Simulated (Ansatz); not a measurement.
A run for Ansatz (a program for electronic structure): R-B3LYP/def2-TZVPPD on Cl2 (SMILES ClCl). Files ending in .json are basis or fitting sets from the Basis Set Exchange.

Ansatz 0.2 input:
```yaml
crystal:
  periodic: [false, false, false]
  atoms:
    - {symbol: Cl, position_ang: [-0.18102931, 0.56213318, 4.72737942]}
    - {symbol: Cl, position_ang: [0.08507737, 0.03233040, 2.79400853]}
basis:
  gaussian:
    orbitals: def2-TZVPPD.json
hamiltonian:
  xc: {name: B3LYP}
scf: {lower_state_search: off}
```

Program output:

```
WARN ansatz: RAYON_NUM_THREADS=1 ignored (pool sized by the plan → 1); use --threads N
Functional definition: B3LYP
these checks for a lower state are left out or cut short: stability, starts, cluster_reference, orbital_swaps, neighbouring_geometries, increment
integrals: 0.03 GiB planned
668 factors; their error is unknown
mean field: 0.27 GiB planned
mean field evaluation 1: about -25045.8366 eV, gradient 8.6e0 eV
mean field evaluation 2: about -25045.9195 eV, gradient 5.1e0 eV
mean field evaluation 4: about -25045.9560 eV, gradient 4.0e-1 eV
mean field evaluation 8: about -25046.0113 eV, gradient 7.6e-4 eV
mean field -25046.01131361 eV, -920.4239389788 hartree, gradient 3.0e-7 eV, S^2 0.000000; 0 other end points of the search recorded, 0 dependent functions left out
reference -25046.01154211 eV, -920.4239473761 hartree; 17, 17 occupied and 85, 85 virtual orbitals, 668 factors
Total energy: -25046.01154211 eV, -920.4239473761 hartree
Checks for a lower state left out: stability, starts, cluster_reference, orbital_swaps, neighbouring_geometries, increment
```

The calculation finished and met its thresholds.

Cost: about 0.5 core-seconds (a rough figure).
